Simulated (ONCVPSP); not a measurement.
Co (Z = 27), ONCV: configuration errors across variants

ONCVPSP 4.0.1 input, shortened (lines: element, Z, core and valence counts, functional; n l f; lmax; l rc ep ncon nbas qcut; lloc lpopt rc5 dvloc0; l nproj debl; icmod fcfact rcfact), PBE, scalar-relativistic:

```
  Co 27.00    3    4        4      upf
    1    0    2.00
    2    0    2.00
    2    1    6.00
    3    0    2.00
    3    1    6.00
    3    2    7.00
    4    0    1.50
    2
    0    1.00    0.00    4    7   10.60
    1    0.85    0.00    4    7    8.20
    2    1.25    0.00    4    7   15.20
    4    2    0.80    6.00
    0    2    3.30
    1    2    1.30
    2    1    2.90
    3    3.00    1.25
```

In the p channel the program set the typed energies aside and used -2.567, 0.250 Ha.

All-electron excitation energies from the reference (eV): (1) 3s2 3p6 3d7 4s2 -3.603; (2) 3s2 3p6 3d7 4s1 5.428; (3) 3s2 3p6 3d7 4s0 22.213; (4) 3s2 3p6 3d6 4s2 11.579.

Errors AE − PS in meV (a dash: test not solved or not reliable):

| change | (1) | (2) | (3) | (4) | bound ghosts | GHOST(+) flags above zero |
| --- | --- | --- | --- | --- | --- | --- |
| base | +0.4 | -0.3 | +0.1 | +5.4 | none | none |
| s: qcut 6.8; p: qcut 5.3; d: qcut 9.7 | +0.4 | -0.2 | +0.8 | +15 | none | s, p |
| s: qcut 7.7; p: qcut 6; d: qcut 11 | +0.4 | -0.2 | +0.6 | +12 | none | none |
| s: qcut 8.7; p: qcut 6.7; d: qcut 12.5 | +0.4 | -0.2 | +0.4 | +8.8 | none | none |
| s: qcut 10.1; p: qcut 7.8; d: qcut 14.5 | +0.4 | -0.3 | +0.2 | +5.9 | none | none |
| s: qcut 12; p: qcut 9.3; d: qcut 17.2 | +0.4 | -0.3 | -0.1 | +4.0 | none | none |
| s: qcut 13.4; p: qcut 10.4; d: qcut 19.2 | +0.3 | -0.3 | -0.3 | +2.8 | none | none |
| s: qcut 14; p: qcut 10.8; d: qcut 20.1 | +0.4 | -0.3 | 0.0 | +4.2 | none | none |
| s: qcut 15.4; p: qcut 11.9; d: qcut 22.1 | +0.4 | -0.3 | -0.1 | +3.9 | none | none |

Give the same row for: s: qcut 11.4; p: qcut 8.8; d: qcut 16.3.

+0.3, -0.3, -0.1, +3.9; bound ghosts: none; GHOST(+) flags above zero: none.
